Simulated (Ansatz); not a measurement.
Two isomers of C2H6ClNSi: A = `C=C[SiH](N)Cl`, B = `C/C(Cl)=N\[SiH3]`.

Calculated with Ansatz (gas phase, PBE0-D4/def2-TZVP geometries, no zero-point term in ΔE). CCSD(T)/CBS is the MP2 limit (def2-TZVPP, def2-QZVPP) plus CCSD(T) − MP2 in def2-TZVPP, frozen cores. Functionals use def2-TZVPP. B3LYP here is the variant with VWN-RPA as its local correlation; programs differ in this. One conformer a species, not always the lowest.

Question: Which isomer does CCSD(T)/CBS put lower? Give the gap. (Best estimate.)

Answer: Computed: A, by 47.3 kcal/mol.

Question: Give E(B) − E(A) in kcal/mol with CCSD(T)/def2-SVP, r2SCAN-D4, BLYP-D4, ωB97M-V, B3LYP, PBE-D4, PBE0-D4. (Estimate.)

Answer: Ansatz gave: CCSD(T)/def2-SVP 38.8, r2SCAN-D4 42.7, BLYP-D4 39.8, ωB97M-V 45.9, B3LYP 42.4, PBE-D4 40.1, PBE0-D4 43.4. None reverses the order clearly.

Question: Does the order hold for the free energy at 298.15 K (harmonic terms from PBE0-D4)? (An estimate is asked.)

Answer: Ansatz gave: Yes: G(B) − G(A) = +43.9 kcal/mol, for one conformer each.

Largest T1 diagnostic: 0.012.

From r2SCAN to r2SCAN0 (25 % exact exchange), in def2-TZVPP and without D4, E(B) − E(A) moves by +2.4 kcal/mol. In def2-TZVPP, CCSD(T) changes the Hartree–Fock value by −1.7 kcal/mol (the triples alone add −1.1 kcal/mol) and MP2 by −1.0 kcal/mol.
